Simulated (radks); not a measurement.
Values are calculated unless marked as measured or tabulated.
Minus the highest occupied eigenvalue as an estimate of the ionisation energy, Au40+ to Au59+. The LB94 potential has the -1/r tail that LDA and GGA lack but no energy functional. Level of theory: scalar-relativistic Kohn-Sham, LB94 model potential, spin-polarised, spherical densities, finite nucleus; open shells are filled with parallel spins first (spin-orbit coupling, left out, can overturn this in heavy ions); Fermi nuclear charge, rms radius 5.4371 fm (a radial shooting solver on a logarithmic mesh with Libxc functionals).

Au40+: configuration [Kr] 4d3; HOMO 4d up; -e(HOMO) (eV) 1892.9; <r> (bohr) 0.384; IE, NIST (eV) 1904; kind theory
Au41+: configuration [Kr] 4d2; HOMO 4d up; -e(HOMO) (eV) 1952.9; <r> (bohr) 0.381; IE, NIST (eV) 1967; kind theory
Au42+: configuration [Kr] 4d1; HOMO 4d up; -e(HOMO) (eV) 2013.5; <r> (bohr) 0.378; IE, NIST (eV) 2026; kind theory
Au43+: configuration [Kr]; HOMO 4p; -e(HOMO) (eV) 2303.3; <r> (bohr) 0.378; IE, NIST (eV) 2261; kind theory
Au44+: configuration [Ar] 3d10 4s2 4p5; HOMO 4p down; -e(HOMO) (eV) 2364.5; <r> (bohr) 0.376; IE, NIST (eV) 2320; kind theory
Au45+: configuration [Ar] 3d10 4s2 4p4; HOMO 4p down; -e(HOMO) (eV) 2426.4; <r> (bohr) 0.374; IE, NIST (eV) 2383; kind theory
Au46+: configuration [Ar] 3d10 4s2 4p3; HOMO 4p up; -e(HOMO) (eV) 2494.0; <r> (bohr) 0.373; IE, NIST (eV) 2443; kind theory
Au47+: configuration [Ar] 3d10 4s2 4p2; HOMO 4p up; -e(HOMO) (eV) 2556.6; <r> (bohr) 0.370; IE, NIST (eV) 2640; kind theory
Au48+: configuration [Ar] 3d10 4s2 4p1; HOMO 4p up; -e(HOMO) (eV) 2619.8; <r> (bohr) 0.368; IE, NIST (eV) 2708; kind theory
Au49+: configuration [Ar] 3d10 4s2; HOMO 4s; -e(HOMO) (eV) 2898.2; <r> (bohr) 0.356; IE, NIST (eV) 2870; kind theory
Au50+: configuration [Ar] 3d10 4s1; HOMO 4s up; -e(HOMO) (eV) 2965.8; <r> (bohr) 0.354; IE, NIST (eV) 2941; kind semi-emp.
Au51+: configuration [Ar] 3d10; HOMO 3d; -e(HOMO) (eV) 4899.7; <r> (bohr) 0.162; IE, NIST (eV) 4888; kind exp.
Au52+: configuration [Ar] 3d9; HOMO 3d down; -e(HOMO) (eV) 5038.7; <r> (bohr) 0.161; IE, NIST (eV) 5013; kind theory
Au53+: configuration [Ar] 3d8; HOMO 3d down; -e(HOMO) (eV) 5178.8; <r> (bohr) 0.160; IE, NIST (eV) 5156; kind theory
Au54+: configuration [Ar] 3d7; HOMO 3d down; -e(HOMO) (eV) 5320.1; <r> (bohr) 0.159; IE, NIST (eV) 5307; kind theory
Au55+: configuration [Ar] 3d6; HOMO 3d down; -e(HOMO) (eV) 5462.3; <r> (bohr) 0.158; IE, NIST (eV) 5452; kind theory
Au56+: configuration [Ar] 3d5; HOMO 3d up; -e(HOMO) (eV) 5635.9; <r> (bohr) 0.157; IE, NIST (eV) 5594; kind theory
Au57+: configuration [Ar] 3d4; HOMO 3d up; -e(HOMO) (eV) 5782.9; <r> (bohr) 0.155; IE, NIST (eV) 5846; kind theory
Au58+: configuration [Ar] 3d3; HOMO 3d up; -e(HOMO) (eV) 5931.1; <r> (bohr) 0.154; IE, NIST (eV) 5994; kind theory
Au59+: configuration [Ar] 3d2; HOMO 3d up; -e(HOMO) (eV) 6080.3; <r> (bohr) 0.153; IE, NIST (eV) 6156; kind theory

Reference values: NIST Atomic Spectra Database (exp. = measured, semi-emp. = semi-empirical, theory = theoretical value adopted there). Open shells are spherical and high-spin; term and fine-structure splittings are not resolved. Spin-orbit splitting is averaged out at the scalar-relativistic level.
